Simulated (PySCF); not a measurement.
Species: C4H10AlN.
Z-matrix (Å and degrees, PBE0-D3(BJ)/def2-SVP geometry), rows numbered from 1:
```
Al
N   1  1.7811
C   2  1.4504  1  127.63
C   3  1.5383  2  104.65  1  -134.16
C   4  1.5440  3  104.18  2   -24.58
C   2  1.4508  1  127.42  3  -174.19
H   1  1.5876  2  117.34  3   176.91
H   1  1.5875  2  117.34  3    -2.56
H   3  1.1096  2  110.51  1   108.00
H   3  1.1009  2  111.70  1   -11.04
H   4  1.1002  3  111.83  2  -146.73
H   4  1.1003  3  110.32  2    94.18
H   5  1.1002  4  110.63  3   118.82
H   5  1.1000  4  112.77  3  -121.17
H   6  1.1094  2  110.49  1  -107.85
H   6  1.1009  2  111.66  1    11.16
```

Linear response at CAM-B3LYP/def2-SVPD (PySCF, frozen core in the response, non-relativistic).

Static isotropic polarisability: 83.33 au (12.35 Å³), principal values 70.3, 81.8, 97.8 au.

What is the polarisability at 1064 nm and at the sodium D line?

84.28 au at 1064 nm (+1.1 %), 86.59 au at 589.3 nm (+3.9 %). The rise at 589.3 nm is 3.45 times that at 1064 nm; a pure ω² law gives 3.26. The lowest singlet lies at 239 nm, shorter than both wavelengths.

What is the isotropic C6 coefficient between two such molecules, C6 = (3/π)∫α(iω)² dω?

2582 au (Eh·bohr⁶) by a ten-point quadrature over imaginary frequencies, which is 1540 eV·Å⁶ or 149 J·nm⁶/mol.

Which effective excitation energy ω̄ makes London's formula C6 = (3/4)α²ω̄ exact here?

ω̄ = 4·C6/(3α²) = 0.496 Eh = 13.5 eV. A one-pole form α(ω) = α/(1 − ω²/ω̄²) fitted to the 1064 nm value gives 11.0 eV.

What three-body coefficient follows from the one-pole estimate C9 = (3/4)·α·C6?

161000 au. This is an estimate from the two numbers above, not a computed integral.

How anisotropic is the static polarisability, by Δα² = ½[(α1 − α2)² + (α2 − α3)² + (α3 − α1)²]?

Δα = 23.9 au, or 0.29 of the isotropic value.

What molar refraction at the D line follows from R = (4π/3)·N_A·α′, with α′ the polarisability volume?

α′ = 12.83 Å³ gives R = 32.37 cm³/mol, for isolated, non-vibrating species.

What n − 1 at the D line would an ideal gas of it have at 273.15 K and 1 atm (2.6868 × 10¹⁹ cm⁻³), by n − 1 = 2π·N·α′?

21.66 × 10⁻⁴, a formal value whether or not that pressure can be reached.

How many electrons N does the Slater–Kirkwood formula C6 = (3/4)·√N·α^(3/2) need to give this C6?

N = (4·C6/3)²/α³ = 20.5; the species has 54 electrons in all.

One conformer stands for the species.
